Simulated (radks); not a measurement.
Spherical quantum dot in the effective-mass picture: electrons in a hard-walled sphere of radius 4.32, with a point charge +1 (a donor) at the centre, all in effective atomic units (hartree* = m*/eps^2 hartree, bohr* = eps/m* bohr), one dielectric constant everywhere. Calculated with a radial shooting solver with Libxc functionals: non-relativistic Kohn-Sham, LDA (Slater exchange, Perdew-Wang correlation), spin-polarised, spherical densities. Levels are named by radial order and angular momentum (1s, 1p, 1d, 2s, ...), and open shells are averaged over m. Results are scaled to m* = 0.285 and eps = 14.6, for which hartree* = 36.38 meV and bohr* = 2.711 nm.

N = 36, configuration 1s2 1p6 1d10 2s2 1f14 1g(up 2, down 0). This is the lowest configuration that the search found. Occupied and some empty levels:

| level | occupation | eigenvalue (meV) | <r> (nm) |
|---|---|---|---|
| 1s up | 1 | 373.38 | 8.416 |
| 1s down | 1 | 373.91 | 8.401 |
| 1p up | 3 | 377.71 | 8.631 |
| 1p down | 3 | 378.26 | 8.623 |
| 1d up | 5 | 385.51 | 8.802 |
| 1d down | 5 | 386.08 | 8.797 |
| 1f up | 7 | 396.51 | 8.955 |
| 1f down | 7 | 397.10 | 8.952 |
| 2s up | 1 | 406.80 | 4.259 |
| 2s down | 1 | 406.89 | 4.259 |
| 1g up | 2 | 410.51 | 9.092 |
| 1g down | 0 | 411.11 | 9.090 |
| 1h up | 0 | 427.35 | 9.215 |
| 1h down | 0 | 427.96 | 9.214 |
| 2p up | 0 | 428.89 | 5.962 |
| 2p down | 0 | 429.09 | 5.957 |
| 3s up | 0 | 446.72 | 5.429 |
| 3s down | 0 | 446.93 | 5.433 |
| 2d up | 0 | 448.90 | 6.662 |
| 2d down | 0 | 449.15 | 6.658 |

Energy (meV): total 7412.31, kinetic 1622.0, external -461.62, Hartree 6828.6, exchange-correlation -576.61.
